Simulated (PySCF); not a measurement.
OZr, SMILES [O]=[Zr], multiplicity 1.

The structure is a stationary point at PBE0-D3(BJ)/def2-TZVPD. The multiplicity is an assumed one; other spin states were not compared. The def2 effective core potentials stand for the cores of Zr; spin–orbit coupling is left out.

The numbers are results of M06-2X/def2-TZVPD run with PySCF, not measurements.

```
Item                                                                                                             Result
---------------------------------------------------------------------------------------------  ------------------------
total energy                                                                                         -122.08120 hartree
point group                                                                                                         C∞v
highest occupied level                                                                                         -3.68 eV
lowest empty level                                                                                             -1.99 eV
orbital gap                                                                                                     1.68 eV
dipole moment                                                                                                    6.70 D
quadrupole, principal values (traceless, Buckingham form, about the centre of nuclear charge)     -2.91, 1.46, 1.46 D·Å
mean static polarisability                                                                        88.4 bohr³ (13.11 Å³)
polarisability, principal values                                                               40.1, 112.6, 112.6 bohr³
```
